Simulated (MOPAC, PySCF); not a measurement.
H4AlNS2, SMILES `[Al]([SH])([SH])[NH2]` (S–Al–S–H torsion -16°, S–Al–S–H torsion -17°), neutral singlet in the gas phase. 

Cartesian coordinates (Å):
```xyz
8

N     -1.3831    -1.1071    -0.1527
Al    -0.0060    -0.0052     0.0111
S      1.6755    -0.6117     1.2925
S     -0.0572     1.9059    -1.0763
H     -2.2625    -0.8695    -0.6001
H     -1.4016    -2.0628     0.1882
H      2.5003     0.3175     0.7538
H      0.9345     2.4329    -0.3195
```
Charge 0, multiplicity 1.

All levels are single points at this geometry (PBE-D3(BJ)/def2-TZVP); Pople sets use spherical d functions. Orbital energies aren't observables, and empty levels follow the basis.

PM7 in MOPAC gives dipole (D) = 0.74.

Question: Estimate the dipole (D) from each of these levels: PBE-D3(BJ)/def2-TZVP in PySCF; B3LYP/6-311+G** in PySCF; B3LYP/LANL2DZ in PySCF; SVWN5/6-31G* in PySCF; HF/3-21G in PySCF; HF/6-31G* in PySCF; HF/STO-3G in PySCF; AM1 in MOPAC.

Answer: 
| level | dipole (D) |
|---|---|
| PBE-D3(BJ)/def2-TZVP in PySCF | 0.65 |
| B3LYP/6-311+G** in PySCF | 0.50 |
| B3LYP/LANL2DZ in PySCF | 0.67 |
| SVWN5/6-31G* in PySCF | 0.72 |
| HF/3-21G in PySCF | 1.00 |
| HF/6-31G* in PySCF | 0.74 |
| HF/STO-3G in PySCF | 0.50 |
| AM1 in MOPAC | 0.28 |
